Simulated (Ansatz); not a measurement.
Two isomers of B2H4SSi: A = `B[SiH]1BS1`, B = `B1[SiH2]BS1`.

Computed with Ansatz on PBE0-D4/def2-TZVP structures; ΔE is electronic, products minus reactants. CCSD(T)/CBS is the MP2 limit (def2-TZVPP, def2-QZVPP) plus CCSD(T) − MP2 in def2-TZVPP, frozen cores. Functionals use def2-TZVPP. B3LYP here is the variant with VWN-RPA as its local correlation; programs differ in this.

A:

Z-matrix (Å, degrees):
```
Si
B 1 1.968
S 1 2.194 2 49.1
B 1 1.966 2 119.4 3 100.2
H 1 1.484 2 117.8 3 -95.4
H 2 1.184 1 151.7 3 178.5
H 4 1.195 1 121.6 2 136.0
H 4 1.194 1 119.0 2 -39.4
```

B:

Z-matrix (Å, degrees):
```
Si
B 1 1.999
B 1 1.999 2 72.4
H 1 1.487 2 108.9 3 -104.5
H 1 1.488 2 125.6 3 121.6
S 2 1.810 1 97.3 3 24.7
H 2 1.192 1 140.6 3 -143.3
H 3 1.192 1 140.6 2 143.3
```

(1) Which isomer does CCSD(T)/CBS put lower? Give the gap. (An estimate is asked.)

(2) Give E(B) − E(A) in kcal/mol with LDA (SPW92), CCSD(T)/def2-TZVPP, CCSD/def2-TZVPP, r2SCAN-D4, ωB97M-V, PBE0-D4, B3LYP. (Best estimate.)

(3) Does the order hold for the free energy at 298.15 K (harmonic terms from PBE0-D4)? (Estimate.)

Largest T1 diagnostic: 0.020.

Answers

(1) Ansatz gave: B, by 11.7 kcal/mol.

(2) Ansatz gave: LDA (SPW92) -13.8, CCSD(T)/def2-TZVPP -11.9, CCSD/def2-TZVPP -11.6, r2SCAN-D4 -10.4, ωB97M-V -11.9, PBE0-D4 -12.1, B3LYP -9.3. None reverses the order clearly.

(3) The calculation gave: Yes: G(B) − G(A) = -11.0 kcal/mol.

From BLYP to BHLYP (50 % exact exchange), in def2-TZVPP and without D4, E(B) − E(A) moves by −2.4 kcal/mol. Leaving LDA and LC-ωPBE aside and taking each functional with its dispersion term where it has one, the values, not all of them listed here, spread over 3.9 kcal/mol, from PBE-QIDH to BLYP-D4. LDA lies −3.0 kcal/mol from PBE without D4.
